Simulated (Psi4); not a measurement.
Pair of molecules, SMILES C=O with SMILES [H][H] (the first has 4 atoms); geometry from B3LYP-D3(BJ)/def2-TZVP.
(charge 0, multiplicity 1):
```xyz
6

C     -0.351    -0.507     0.042
O      0.329     0.242    -0.602
H     -1.403    -0.274     0.296
H      0.035    -1.474     0.419
H      0.135     0.377     2.958
H     -0.306    -0.119     3.295
```

Calculation: SAPT0/jun-cc-pV(D+d)Z in Psi4.

**Question.** Give the four SAPT terms and the total, and say what mostly holds the pair together.

**Answer.** electrostatics -16.5, exchange 23.6, induction -3.3, dispersion -11.3, total -7.5 meV; the largest attraction is electrostatics.
